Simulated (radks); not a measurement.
Ga I, 31 electrons, occupied as [Ar] 3d8 4s1 4p4 (not the ground configuration).

Method: scalar-relativistic Kohn-Sham, BLYP, spin-unpolarised, spherical densities, point nucleus; computed with a radial shooting solver on a logarithmic mesh with Libxc functionals.

Energy parts (hartree):
part                       energy
total                 -1942.22664
kinetic                1975.45878
electron-nucleus      -4659.10026
Hartree                 816.26480
exchange-correlation    -74.84995

Orbitals (lengths in bohr, moments of r in powers of bohr):
| orbital | occ. | eigenvalue (hartree) | <r^4> |
|---|---|---|---|
| 1s | 2 | -376.9015 | 0.00002599 |
| 2s | 2 | -47.33104 | 0.005435 |
| 2p | 6 | -41.32461 | 0.004005 |
| 3s | 2 | -6.22880 | 0.3626 |
| 3p | 6 | -4.40531 | 0.4599 |
| 3d | 8 | -1.43100 | 1.021 |
| 4s | 1 | -0.52470 | 35.38 |
| 4p | 4 | -0.20458 | 114.5 |

The highest occupied level is 4p at -5.567 eV. Summed over all electrons, <r^2> = 45.92 bohr^2, which gives a Langevin (diamagnetic) susceptibility term of -36.4 x 10^-6 cm^3/mol. The density falls to 0.001 e/bohr^3 at r = 4.56 bohr.
